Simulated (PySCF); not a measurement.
Compound: SiH(NHiPr)3, C₉H₂₅N₃Si.
SMILES: `CC(C)N[SiH](NC(C)C)NC(C)C`

Computed with TDDFT CAM-B3LYP/def2-SVPD, vertical, gas phase, core orbitals frozen in the response in PySCF. One conformer (not necessarily the lowest) at the PBE0-D3(BJ)/def2-SVP geometry, without solvent, vibrations or thermal averaging.

Computed states:

| state | E (eV) | f |
| --- | --- | --- |
| S1 | 6.02 | 0.017 |
| S2 | 6.16 | 0.015 |
| S3 | 6.16 | 0.015 |
| S4 | 6.85 | 0.0060 |
| S5 | 6.93 | 0.0057 |
| S6 | 6.93 | 0.0055 |
| S7 | 7.11 | 0.0023 |
| S8 | 7.19 | 0.0085 |
| S9 | 7.20 | 0.0090 |

Each state is given a Gaussian of 0.5 eV full width at half maximum, with ε(max) = 2.175×10⁸ f / Δν̃ (Δν̃ the width in cm⁻¹). The width is an assumption, not a result. The curve ends short of the highest state used, and states not computed would add to its high-energy end.

(1) What does the envelope look like, and where are its maxima?

(2) Coming from long wavelengths, where does ε first pass 100 L mol⁻¹ cm⁻¹?

(3) On this curve, what absorbance would a 10⁻³ mol/L sample give at 222 nm over a 1 cm path?

## Answers

(1) 
```csv
E (eV),ε (L mol⁻¹ cm⁻¹)
5.27,2
5.31,4
5.35,7
5.39,13
5.42,20
5.46,35
5.50,57
5.54,92
5.58,144
5.61,196
5.65,288
5.69,411
5.73,566
5.76,706
5.80,920
5.84,1162
5.88,1423
5.92,1686
5.95,1877
5.99,2105
6.03,2287
6.07,2407
6.11,2454
6.14,2439
6.18,2352
6.22,2198
6.26,1991
6.29,1813
6.33,1561
6.37,1311
6.41,1082
6.45,888
6.48,772
6.52,662
6.56,603
6.60,594
```

Maxima: 203 nm (6.11 eV), ε about 2500, made up of S1 (35%), S2 (33%) and S3 (33%) (ε in L mol⁻¹ cm⁻¹; maxima over ε = 5, shares over 10%). At its high-energy end, 6.60 eV, the curve is still rising (ε about 590, from S2, S3, S4, S5 and S6).

(2) At about 224 nm (5.55 eV), 0.48 eV below S1.

(3) 222 nm is 5.585 eV, where ε is about 150 L mol⁻¹ cm⁻¹, so A = ε c l ≈ 0.15 (Beer–Lambert, with the gas-phase spectrum and the assumed width).
